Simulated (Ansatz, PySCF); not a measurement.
FGeH5N2O, SMILES [NH2][Ge]([NH2])([F])[OH].

Geometry: B3LYP-D3(BJ)/def2-SVP. This is a generated structure with no PubChem entry under its InChIKey; it may be hypothetical. Other conformers were not sampled.

Vertical ionisation energy (IE) and electron affinity (EA) in eV. Rows of orbital energies are one-electron estimates. Where ΔSCF, EOM or ADC give a negative EA the extra electron is unbound and the value depends on the basis.

```csv
level,IE,EA
"−ε(HOMO), −ε(LUMO), PBE0/def2-TZVP (PySCF)",8.00,-0.06
"−ε(HOMO), −ε(LUMO), PBE/def2-TZVP (PySCF)",6.44,0.88
"ΔSCF, PBE0/def2-SVPD (Ansatz), final states of multiplicity 2 and 2",10.25,-0.94
"ΔSCF, PBE/def2-SVPD (Ansatz), final states of multiplicity 2 and 2",9.72,-0.71
```

Q: What vertical singlet–triplet gap does ΔSCF give with PBE0/def2-SVPD (Ansatz, a first-principles code) and with PBE/def2-SVPD (Ansatz)? (The exact figures need the calculation; the answer reports its results.)

A: 6.21 and 5.53 eV (triplet above singlet where positive).
